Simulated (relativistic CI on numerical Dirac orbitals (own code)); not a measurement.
## One change at a time: Nd57+

Base calculation: Dirac-Coulomb-Breit CI, orbitals from a KLI potential per configuration, model QED, unscaled Slater integrals.

Configuration list (outside the closed core 1s2): 2s, 2p, 3s, 3p, 3d, 4s, 4p, 4d, 4f, 5s, 5p, 5d, 5f, 5g, 6s, 6p, 6d. Levels of other configurations are missing.

Variants: (1) QED terms removed. Shifts of the energy above 2s 2S_1/2, in eV, for the lowest level and the first level of each name with at least 55 % of one term (blank where a level changes its place among those of its configuration and J or its character, or is not in the variant):

```
     Level     Base   Δ(1)
 2s 2S_1/2     0.00   0.00
2p 2P°_1/2   139.55  +9.27
2p 2P°_3/2   729.78  +8.40
 3s 2S_1/2  6952.10  +6.85
3p 2P°_1/2  6990.35  +9.59
3p 2P°_3/2  7165.92  +9.33
 3d 2D_3/2  7177.08  +9.72
 3d 2D_5/2  7229.41  +9.59
 4s 2S_1/2  9344.95  +8.50
4p 2P°_1/2  9360.54  +9.65
4p 2P°_3/2  9434.30  +9.54
 4d 2D_3/2  9438.99  +9.69
 4d 2D_5/2  9461.15  +9.64
4f 2F°_5/2  9461.36  +9.70
```

At this charge energies of transitions that change n are usually good to better than 1 %, and those within a shell (Δn = 0) to a few per cent.

Ionisation energy from the two ground configurations alone: base 12340.8 eV; QED terms removed 12350.5 eV. The NIST ASD value (theoretical) is 12341.7 eV.
